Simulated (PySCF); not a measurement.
**Correlation energy of Ca(8+) (calcium, charge +8)**

Starting occupation: [Ne] 3s2. Computed with PySCF 2.14 in an uncontracted even-tempered set (19 s from 0.12 bohr⁻², ratio 2.6; 13 p from 0.16 bohr⁻², ratio 2.6; 7 d from 0.17 bohr⁻², ratio 2.8; 4 f from 3.5 bohr⁻², ratio 2.8), with X2C-1e with screened-nucleus spin-orbit coupling, Gaussian nucleus. Frozen: 1s2; 10 electrons correlated; the 50 highest virtual spinors left out.

MP2 pair energies summed by pair of shells (mhartree):

```tsv
pair	energy	share (%)
2p1/2-2p3/2	-93.64	25.1
2p3/2-2p3/2	-89.53	24.0
3s1/2-3s1/2	-50.99	13.7
2p3/2-2s1/2	-40.05	10.7
2p3/2-3s1/2	-28.04	7.5
2p1/2-2p1/2	-21.44	5.7
2p1/2-2s1/2	-20.08	5.4
2p1/2-3s1/2	-13.83	3.7
2s1/2-2s1/2	-10.05	2.7
2s1/2-3s1/2	-5.80	1.6
```

Total MP2 correlation energy: -373.46 mhartree.

The virtual space was cut to 48 spinors, which keep -292.56 of the -373.46 mhartree of MP2 correlation.

```json
{"level": "CCSD", "correlation energy (mhartree)": "-310.25"}
{"level": "(T)", "correlation energy (mhartree)": "-1.45"}
{"level": "CCSD(T)", "correlation energy (mhartree)": "-311.70"}
```

Diagnostics: T1 = 0.0013, largest double amplitude 0.099.

Is a single reference adequate?

Mostly. T1 lies below 0.03, but a double amplitude of this size points to a near-degeneracy that CCSD handles and MP2 describes poorly.

The coupled-cluster values are those of the cut space; adding the MP2 remainder, -80.90 mhartree, estimates the full space.
